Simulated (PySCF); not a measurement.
Computed IR spectrum (relative IR intensity) of a molecule C₄H₇FO. Coordinates come from a PBE-D3(BJ)/def2-SVP optimisation. Other conformers were not sampled. Computed with PBE-D3(BJ)/def2-SVP (PySCF). Frequencies are harmonic and unscaled.

ν (cm⁻¹): 93 (vw), 704 (m), 817 (w), 830 (w), 984 (w), 1033 (s), 1100 (vw), 1126 (vw), 1161 (vs), 1297 (vs), 1351 (m), 1382 (w), 1404 (w), 1444 (w), 1715 (s), 2957 (w), 2983 (w), 3008 (m), 3078 (w), 3081 (w), 3124 (vw), 3148 (w) (against the strongest line: vs over 80 %, s over 45 %, m over 15 %, w over 4 %, vw less)

### Question
Which molecule gave these data?
(A) C=C(F)OCC
(B) CCO/C=C\F
(C) COC/C=C\F
(D) OCC/C=C\F

### Answer
B, CCO/C=C\F
